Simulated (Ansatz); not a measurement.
mer-[FeF3(NH3)3]- (FeN₃F₃H₉⁻), relaxed as a singlet with RKS B3LYP-D4/def2-SVPD in Ansatz, starting from the GFN2-xTB (ALPB water) geometry. Force threshold 0.02 eV/Å.

The restricted singlet is unstable towards broken spin symmetry at other levels; at B3LYP-D4/def2-SVPD this wasn't settled. The highest occupied level of the charge -1 singlet lies above zero (up to 0.48 eV). The electron is either unbound and held by the finite basis, or the level is raised by self-interaction error. The relaxation made no stability test and no search for a lower SCF solution. At B3LYP-D4/def2-SVPD a quintet of charge -1 lies 1.31 eV below the restricted singlet, each at its own geometry.

Start:

```xyz
16

Fe    0.1221    0.2016   -0.1220
F     0.3952   -1.5350   -1.6930
F    -0.3770    1.3250    1.4975
F     1.1709    1.8072   -1.1974
N    -0.8684   -1.6031    0.7541
H    -1.8717   -1.7005    0.7851
H    -0.4461   -2.1223    1.5087
H    -0.5098   -1.9281   -0.1415
N     2.1381   -0.0489    0.8456
H     2.1363    0.3232    1.7866
H     2.1914    0.7337    0.1935
H     2.9161   -0.6758    0.7000
N    -1.6737    1.0972   -1.1219
H    -2.1996    1.6420   -0.4504
H    -2.2450    0.8308   -1.9108
H    -0.8788    1.6531   -1.4341
```

Question: Estimate the energy that the relaxation releases and the steps that it takes.

Answer: 1.10 eV, in 8 steps; 1.9 min on 4 threads of Arm Neoverse N1 on a shared host. No frequencies were taken in this run, so the end may be a saddle point.

Question: Does the start keep its bonding?

Answer: By distances, no bond broke or formed. The bond that changes most is Fe1–F2, from 2.36 to 2.03 Å (atoms count from 1).

Question: Predict the relaxed structure.

Answer: 
```xyz
16

Fe    0.113    0.209   -0.101
F     0.462   -1.166   -1.551
F    -0.398    1.273    1.484
F     1.038    1.720   -1.016
N    -0.779   -1.478    0.658
H    -1.790   -1.453    0.765
H    -0.369   -1.873    1.500
H    -0.491   -1.987   -0.190
N     1.956   -0.031    0.722
H     1.949    0.257    1.698
H     2.291    0.742    0.135
H     2.514   -0.867    0.570
N    -1.497    1.001   -1.053
H    -2.084    1.476   -0.371
H    -2.042    0.495   -1.746
H    -0.874    1.681   -1.504
```
Bond lengths: 3 × F–Fe 1.98 to 2.03 Å; 3 × Fe–N 2.03 to 2.05 Å; 9 × H–N 1.02 to 1.03 Å.
